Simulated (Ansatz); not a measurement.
selenophene (C4H4Se), singlet, geometry from GFN2-xTB. Base run: R2SCAN/def2-SV(P) (Ansatz, a program for electronic structure).

Input for Ansatz:
Ansatz 0.2 input:
```yaml
crystal:
  periodic: [false, false, false]
  atoms:
    - {symbol: C, position_ang: [0.52973863, -1.70013647, -0.36404580]}
    - {symbol: C, position_ang: [-0.87775011, -1.54351414, -0.38824634]}
    - {symbol: C, position_ang: [-1.30856073, -0.28529626, -0.12047485]}
    - {symbol: Se, position_ang: [0.09460885, 0.88180436, 0.20451478]}
    - {symbol: C, position_ang: [1.21718690, -0.56635604, -0.07704684]}
    - {symbol: H, position_ang: [1.01092001, -2.64397673, -0.55819727]}
    - {symbol: H, position_ang: [-1.54771727, -2.35925706, -0.60219080]}
    - {symbol: H, position_ang: [-2.32838464, 0.05352367, -0.08677554]}
    - {symbol: H, position_ang: [2.28479299, -0.45982084, -0.00745600]}
basis:
  gaussian:
    orbitals: def2-SV_P_.json
hamiltonian:
  xc: r2scan
```
The basis file holds def2-SV(P) in the JSON format of the Basis Set Exchange.

Variants of this job, named by their change:

| change | E (Eh) |
|---|---|
| base | -2555.84509 |
| functional = wB97M-V | -2555.74133 |
| functional = blyp | -2555.90576 |
| functional = b3lyp | -2555.97798 |
| functional = lc_wpbe | -2555.50125 |
| functional = cam_b3lyp | -2555.97093 |
| functional = B97M-V | -2555.51008 |
| functional = pbe | -2555.38523 |
| functional = BHLYP | -2555.82645 |
| functional = wB97X | -2555.93175 |
| functional = wB97X-V | -2555.67801 |
| functional = revpbe | -2555.70877 |
| functional = pbe0 | -2555.47662 |

Absolute energies of different levels of theory aren't comparable as measures of quality.
